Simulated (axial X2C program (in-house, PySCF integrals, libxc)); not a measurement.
RbBr⁺: from Re and ωe to a spectrum

A bond curve at the CCSD(T) level, two-component, was computed with an in-house relativistic program for diatomic molecules (basis Rb dyall-cv3z [12s13p8d4f1g], Br dyall-cv3z [8s9p6d4f1g] (cores contracted in-house)) for the state Ω = 3/2 (⟨Sz⟩ = 0.50, ⟨Lz⟩ = 1.00 at HF). Its fit gives Re = 3.5628 Å, ωe = 63.9 cm⁻¹, ωexe = 0.77 cm⁻¹ and αe = 3.848e-04 cm⁻¹; the masses are 84.9118 and 78.9183 u. Two-component means X2C with spin–orbit coupling and atomic mean-field Coulomb and Gaunt terms.

Correlated methods: 15 electrons correlated (number of frozen shells: Rb 3 s, 2 p, 1 d; Br 3 s, 2 p, 1 d), 277 virtual spin orbitals or spinors in MP2, 90 natural virtuals in coupled cluster.

**Question.** Find the reduced mass, Be and the force constant.

**Answer.** From the CCSD(T) values: μ = 40.9027 u. Be = 16.8576/(μ Re²) = 0.03247 cm⁻¹. k = 5.8918×10⁻⁷ μ ωe² = 0.0984 mdyn/Å.

**Question.** Where do the fundamental and the first overtone lie?

**Answer.** ν(1←0) = ωe − 2ωexe = 62.4 cm⁻¹; ν(2←0) = 2ωe − 6ωexe = 123.2 cm⁻¹.

**Question.** Estimate the centrifugal constant by the Kratzer relation.

**Answer.** D = 4Be³/ωe² = 3.35e-08 cm⁻¹.

**Question.** Estimate De from a Morse curve and compare with the computed well depth of 0.192 eV to Rb+ + Br.

**Answer.** De(Morse) = ωe²/(4ωexe) = 0.164 eV against 0.192 eV computed, a ratio of 0.85. For De the Morse form works well here.

**Question.** A Morse curve ties αe to the other constants (Pekeris). How well does that hold?

**Answer.** αe(Morse) = 6Be²/ωe × (√(ωexe/Be) − 1) = 3.831e-04 cm⁻¹; the CCSD(T) curve gives 3.848e-04 cm⁻¹, a ratio of 1.00.

The state is one determinant whose occupation by symmetry is held fixed; it was picked as the lowest of a PBE0 search that is not exhaustive. Dissociation energies refer to the lowest single-determinant-based atoms at the same level and basis. CCSD and (T) use frozen natural virtuals with an MP2 correction for the truncation; (T) itself is uncorrected, so its De runs slightly low. Other states lie close and PBE0, whose exact exchange favours high spin, may order them wrongly; the determinant shown need not be the ground state. The nearest other 2c determinant of the search, Ω = 1/2, lies 0.19 eV up at the distance of the search. The levels of this run spread widely (ωe from 63 to 80 cm⁻¹), so these constants depend on the method. The bond is weak, and without diffuse functions and with truncated virtuals even CCSD(T) can be tens of per cent off in De.
